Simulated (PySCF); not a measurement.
## Solvent effects on NMR parameters

Atom-mapped SMILES (the numbers label the heavy atoms): `[CH3:1][C@@:2]1([O:3][CH:4]=[O:5])[CH2:6][C@:7]2([F:8])[CH2:9][CH2:10][C@H:11]1[O:12]2` (H(Xn): hydrogen on atom n). Ha(C6) is cis to C10 on the ring; Ha(C9), Ha(C10) are cis to C2 on the ring; Hb(C6) is trans to C10 on the ring; Hb(C9), Hb(C10) are trans to C2 on the ring.

GIAO PBE0/pcSseg-1 in PySCF 2.14.0 with density-fitted response routines on one PBE0-D3(BJ)/def2-SVP conformer, non-relativistic, equivalent nuclei averaged. Solvents enter as an IEF-PCM continuum (benzene with ε = 2.3) around the gas-phase geometry. Shifts are referred to TMS, CFCl3 computed in the same medium.

Gas phase, δ in ppm: C4 164.5, C7 120.2, C2 85.4, C11 78.7, C6 50.2, C9 33.7, C10 25.3, C1 24.4, F8 -158.1, H(C4) 7.69, H(C11) 4.50, Hb(C10) 1.89, Ha(C6) 1.85, Hb(C6) 1.77. Dipole moment 2.43 D.

Question: How does each δ change in the continuum?

Answer: 
| atoms | environment | Δδ, benzene |
| --- | --- | --- |
| C4 | ester carbonyl carbon | +1.9 |
| C7 | fully substituted sp3 carbon bonded to F and O | +1.0 |
| C2 | fully substituted sp3 carbon bonded to O | +0.5 |
| C11 | sp3 CH bonded to O | +0.7 |
| C6 | sp3 CH2 in a ring | +0.1 |
| C9 | sp3 CH2 in a ring | +0.2 |
| C10 | sp3 CH2 in a ring | +0.2 |
| C1 | methyl carbon | +0.4 |
| F8 | fluorine on an sp3 carbon | -1.0 |
| H(C4) | hydrogen on an ester carbonyl carbon | +0.06 |
| H(C11) | hydrogen on an sp3 CH bonded to O | +0.03 |
| Hb(C10) | hydrogen on an sp3 CH2 in a ring | +0.06 |
| Ha(C6) | hydrogen on an sp3 CH2 in a ring | +0.09 |
| Hb(C6) | hydrogen on an sp3 CH2 in a ring | +0.08 |

Changes are relative to the gas phase. The dipole moment becomes 2.77 D in benzene.

Question: Which of the listed nuclei move most (in ppm), and what does the model miss? (N and O are left out, as their reference compounds move with the solvent too.)

Answer: C4 (ester carbonyl carbon, +1.9 ppm) in benzene. A continuum only polarises the solute; specific hydrogen bonds, the anisotropy of aromatic solvents and changes of geometry or conformer are outside it.
